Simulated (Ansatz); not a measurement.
Basis sets compared for the cluster Pt3H4. Total charge 0; singlet. Geometry PBE0-D4/def2-TZVP. Ansatz on 4 threads of Arm Neoverse V1 on a shared host; times are rough, and most runs start from earlier orbitals.

```xyz
7

Pt   -0.575   -0.823   -0.635
Pt   -0.210    1.074    1.168
Pt    1.025    1.312   -0.945
H     1.343   -0.204   -1.011
H    -0.040   -2.053    0.068
H     0.236    2.448    1.731
H    -1.780   -1.754   -0.376
```

In the def2 sets Pt takes a core potential; there is no spin–orbit coupling. The structure comes from a short search, and lower isomers may exist.

Binding counts from free atoms (Pt triplet, H doublet) in the same basis, without a counterpoise term.

```
            level  functions  energy (Eh)  HOMO (eV)  LUMO (eV)  binding per atom (eV)  wall time
  PBE-D4/def2-SVP        116    -360.5792      -5.42      -4.71                   2.70      1.6 s
 PBE-D4/def2-TZVP        144    -360.6131      -5.40      -4.72                   2.76      1.6 s
 PBE0-D4/def2-SVP        116    -360.3938      -6.67      -3.77                   2.50      1.8 s
PBE0-D4/def2-TZVP        144    -360.4277      -6.63      -3.77                   2.56      2.3 s
```

Problem. Estimate the rows for PBE-D4/def2-TZVPD, PBE0-D4/def2-TZVPD.

Solution. 
```tsv
level	functions	energy (Eh)	HOMO (eV)	LUMO (eV)	binding per atom (eV)	wall time
PBE-D4/def2-TZVPD	165	-360.6146	-5.40	-4.72	2.77	2.3 s
PBE0-D4/def2-TZVPD	165	-360.4292	-6.63	-3.77	2.57	3.2 s
```
